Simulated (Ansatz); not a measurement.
Consider the formal hydrolysis of the Si–F bond: `[NH2][GeH2][SiH2]F` + H₂O → `[NH2][GeH2][SiH2]O` + H–F.

Computed with Ansatz on PBE0-D4/def2-TZVP structures; ΔE is electronic, products minus reactants. CCSD(T)/CBS adds triple-zeta CCSD(T) − MP2 to the extrapolated MP2 energy (def2 sets, frozen cores). This one scheme is used for every species. DFT in def2-TZVPP. For Ge outer-core shells are correlated without core-valence functions, which leaves a few kJ/mol of doubt a bond. Scalar relativity is left out up to krypton. Each species was taken in one conformer, which may not be the lowest.

```csv
level,ΔE (kcal/mol)
r2SCAN-D4,7.6
MP2/def2-QZVPP,7.3
SCS-MP2/def2-QZVPP,8.7
HF/CBS(def2),13.5
```

**Question.** What does CCSD(T)/CBS give? (An estimate is asked.)

**Answer.** The calculation gave: +7.8 kcal/mol. The listed levels differ from it by -0.2, -0.5, 0.9, 5.7 kcal/mol.

Largest T1 diagnostic among the species: 0.012.

The D4 term adds −1.4 kcal/mol with B3LYP and −0.7 kcal/mol with PBE0; it sums over pairs of atoms, weighted by their polarisabilities, and B3LYP, whose exchange is more repulsive, gets the larger term. In def2-TZVPP, CCSD(T) changes the Hartree–Fock value by −5.3 kcal/mol (the triples alone add −0.9 kcal/mol) and MP2 by −5.9 kcal/mol.

B3LYP here is the variant with VWN-RPA as its local correlation; programs differ in this.
